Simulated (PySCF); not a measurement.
The dipole of `F[Si](F)(F)CCC[SiH3]` from its density and from atomic charges.

Coordinates (GFN2-xTB, Å) and charges (e) from the PBE0/pcSseg-1 density (PySCF):

```
atom       x       y       z  Mulliken      IAO  Hirshfeld  ESP-fitted
  F1  -2.006  -1.452  -1.184   -0.4062  -0.5203    -0.1929     -0.3141
 Si2  -2.337  -0.726   0.190   +1.4373  +1.7726    +0.5892     +1.0905
  F3  -3.914  -0.528   0.157   -0.4027  -0.5185    -0.1990     -0.3345
  F4  -2.128  -1.868   1.275   -0.4051  -0.5195    -0.1947     -0.3380
  C5  -1.392   0.872   0.475   -0.5702  -0.5950    -0.1492     -0.6171
  C6   0.065   0.842  -0.014   -0.2620  -0.2363    -0.0623     +0.2170
  C7   0.893  -0.226   0.690   -0.5559  -0.5338    -0.1545     -0.2845
 Si8   2.718  -0.232   0.152   +0.5064  +0.6047    +0.3215     +0.3443
  H9  -1.397   1.115   1.540   +0.1614  +0.1647    +0.0535     +0.1726
 H10  -1.915   1.690  -0.027   +0.1653  +0.1695    +0.0554     +0.1637
 H11   0.511   1.824   0.164   +0.1369  +0.1390    +0.0429     +0.0149
 H12   0.080   0.665  -1.091   +0.1399  +0.1384    +0.0400     -0.0059
 H13   0.455  -1.207   0.491   +0.1539  +0.1429    +0.0372     +0.0879
 H14   0.825  -0.074   1.770   +0.1451  +0.1449    +0.0410     +0.0858
 H15   2.795  -0.451  -1.294   -0.0791  -0.1184    -0.0755     -0.0925
 H16   3.319   1.065   0.478   -0.0844  -0.1214    -0.0780     -0.1007
 H17   3.421  -1.297   0.867   -0.0805  -0.1136    -0.0751     -0.0895
```

Task: What dipole does each set of charges give (1 e·Å = 4.803 D), and what does the density give?

Result: The full density gives (1.54, 2.52, 0.58) D, 3.01 D in size; dipole vectors point from the negative to the positive end.

| scheme | μx | μy | μz | size (D) | share of the full size (%) | angle to the full dipole (°) |
| --- | --- | --- | --- | --- | --- | --- |
| Mulliken | 2.42 | 2.22 | 0.19 | 3.29 | 109 | 18 |
| IAO | 2.91 | 3.27 | 0.47 | 4.40 | 146 | 11 |
| Hirshfeld | 1.49 | 1.72 | 0.30 | 2.30 | 76 | 10 |
| ESP-fitted | 1.58 | 2.56 | 0.55 | 3.06 | 102 | 1 |

Task: Which set comes closest?

Result: Length of the difference vector: ESP-fitted 0.07 D, Hirshfeld 0.85 D, Mulliken 1.01 D, IAO 1.57 D. Closest: ESP-fitted. 

Task: What is left for the Hirshfeld atoms' own dipoles?

Result: The shares of the density sum to the whole, so what Σ q r misses lies in dipoles about the nuclei. The atomic dipoles sum to (1.54, 2.52, 0.58) − (1.49, 1.72, 0.30) = (0.05, 0.80, 0.28) D, 0.85 D in size.

Task: With the origin at the mean of the coordinates, (0.000, 0.001, 0.273) Å, which are the largest single terms, by size, of the Mulliken dipole along the direction of the full one?

Result: Si2 -12.56, F1 +4.92, F4 +4.79, F3 +4.77, Si8 +2.85 D; all 17 atoms together +3.13 D. The single terms depend on the origin, their sum doesn't.

Task: Give the size of the full dipole in other units.

Result: 3.01 D = 1.182 au = 0.626 e·Å = 10.03 × 10⁻³⁰ C·m.

Isolated species at its GFN2-xTB geometry (one conformer only).

The values belong to the conformer `[F:1][Si:2]([F:3])([F:4])[CH2:5][CH2:6][CH2:7][SiH3:8]`: F1–Si2–C5–C6 -38°, Si2–C5–C6–C7 -61°, C5–C6–C7–Si8 -178°.
